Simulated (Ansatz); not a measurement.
Ideal-gas functions of niobium pentachloride at 400 K and 1 bar, from an Ansatz frequency run at PBE0-D4/def2-TZVP.

Molar mass 270.17 g/mol, point group D3h (symmetry number 6), electronic degeneracy 1, moments of inertia 543.888, 651.274, 651.361 u Å². Harmonic wavenumbers (cm⁻¹, unscaled): 58, 58, 148, 148, 177, 184, 184, 326, 403, 404, 441, 442.

Use S(trans) = R[1.5 ln M + 2.5 ln T − 1.1517]; rotational temperatures θ = 24.2544 K / I; S(rot) = R[ln(√π/σ · √(T³/θAθBθC)) + 1.5]; for each mode x = 1.438777 ν̃/T, S = R[x/(eˣ − 1) − ln(1 − e⁻ˣ)] and H = RT x/(eˣ − 1); 1 cm⁻¹ = 0.0119627 kJ/mol; R = 8.31446 J/(mol·K).

Question: By hand: the entropy, in J/(mol·K).

Answer: Translation 184.8. Rotation: θ = 0.0446, 0.0372, 0.0372 K, giving 117.4. Vibration, mode by mode: 21.36, 21.36, 13.65, 13.65, 12.21, 11.90, 11.90, 7.45, 5.92, 5.90, 5.30, 5.28, in all 135.9. Electronic 0.0. Sum 438.1 J/(mol·K).

Question: By hand: H − E and G − E in kJ/mol, counted from the electronic energy.

Answer: Zero-point energy ½ × 2973 × 0.0119627 = 17.8; thermal vibration 25.5; translation, rotation and pV give 4 RT = 13.3. H − E = 56.6 kJ/mol, and G − E = 56.6 − 400 × 438.1/1000 = -118.6 kJ/mol.

Vibration gives 31 % of the entropy, 70.0 J/(mol·K) of it from the modes under 150 cm⁻¹: soft modes count most, and the harmonic formula is weakest for them.
